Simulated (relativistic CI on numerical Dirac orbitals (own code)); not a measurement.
**Line list: Forbidden lines, Yb XXXVIII**

Computed by Dirac-Coulomb-Breit CI, KLI orbitals optimised for each configuration, a model potential for QED, unscaled Slater integrals (own radial code, finite nucleus).

Configuration list (outside the closed core [Ar] 3d10): 4s2.4p3, 4s.4p4, 4s2.4p2.4d, 4p5, 4s.4p3.4d, 4s2.4p2.4f, 4s.4p3.4f, 4p4.4d, 4s.4p2.4d2, 4s2.4p.4d.4f, 4p4.4f, 4s2.4p.4d2, 4s2.4d3, 4s.4p.4d3, 4s2.4d2.4f, 4s.4p.4d2.4f, 4p3.4d2, 4p2.4d3, 4p2.4d2.4f. Double excitations out of closed p, d and f shells are left out; levels of such configurations are missing from the list, as are those of other unlisted configurations, and high levels can miss mixing partners.

```tsv
λ vac (Å)	Lower	Upper	Type	A (s⁻¹)	log gf
80.308	4s2.4p3 2D°_5/2 [3]	4s2.4p2.4d 2G_9/2 [21]	M2	4.35e+03	-7.38
149.61	4s2.4p2.4d 2G_7/2 [14]	4s2.4p2.4d 4F_9/2 [38]	M1	7.00e+04	-5.63
160.58	4s2.4p3 4S°_3/2 [2]	4s2.4p3 2P°_3/2 [6]	M1	3.81e+06	-4.23
162.44	4s2.4p3 2P°_3/2 [1]	4s2.4p3 2P°_1/2 [4]	E2	7.88e+04	-6.21
162.44	4s2.4p3 2P°_3/2 [1]	4s2.4p3 2P°_1/2 [4]	M1	1.89e+06	-4.83
163.91	4s.4p4 4P_5/2 [7]	4s2.4p2.4d 2G_9/2 [21]	E2	1.10e+04	-6.35
169.51	4s2.4p2.4d 4D_7/2 [16]	4s2.4p2.4d 4F_9/2 [38]	M1	1.06e+06	-4.34
172.13	4s2.4p3 2D°_5/2 [3]	4s2.4p3 2P°_3/2 [6]	E2	1.46e+05	-5.59
172.13	4s2.4p3 2D°_5/2 [3]	4s2.4p3 2P°_3/2 [6]	M1	8.88e+05	-4.80
177.94	4s2.4p3 2P°_3/2 [1]	4s2.4p3 2D°_5/2 [3]	E2	7.15e+04	-5.69
177.94	4s2.4p3 2P°_3/2 [1]	4s2.4p3 2D°_5/2 [3]	M1	4.89e+05	-4.86
183.92	4s2.4p2.4d 2G_9/2 [21]	4s2.4p2.4d 4F_9/2 [38]	M1	1.26e+06	-4.19
189.63	4s2.4p3 2P°_1/2 [4]	4s2.4p3 2P°_3/2 [6]	M1	6.93e+05	-4.83
192.23	4s2.4p3 2P°_3/2 [1]	4s2.4p3 4S°_3/2 [2]	M1	2.74e+06	-4.22
206.92	4s2.4p2.4d 2D_5/2 [8]	4s2.4p2.4d 2G_9/2 [21]	E2	1.56e+04	-6.00
225.52	4s2.4p2.4d 2F_7/2 [25]	4s2.4p2.4d 4F_9/2 [38]	M1	7.26e+05	-4.26
801.89	4s2.4p2.4d 2G_7/2 [14]	4s2.4p2.4d 2G_9/2 [21]	M1	2.28e+04	-4.66
```

Terms are leading LS components. Brackets give the number of a level in order of energy, since labels repeat. The list gives strong lines, with weight on those to low levels, among the lowest 200 of 3430 levels, so that lines to higher ones, which can be the strongest, are missing. Levels whose partners in the same complex of configurations lie outside the list can be far off, and so can their lines. Rates are taken at the computed energies, electric ones in the length gauge.

At this charge energies of transitions that change n are usually good to better than 1 %, and those within a shell (Δn = 0) to a few per cent.

Task: From the table, what is the radiative lifetime of 4s2.4p2.4d 2G_9/2?

Result: The listed rates from this level add up to about 5.38e+04 s⁻¹, 98 % of its decay; with all channels τ = 1.83e-05 s.

LS names give the leading component of a level, which can be under half, so a name can repeat, a term be missing and a line seem to break the LS rules.
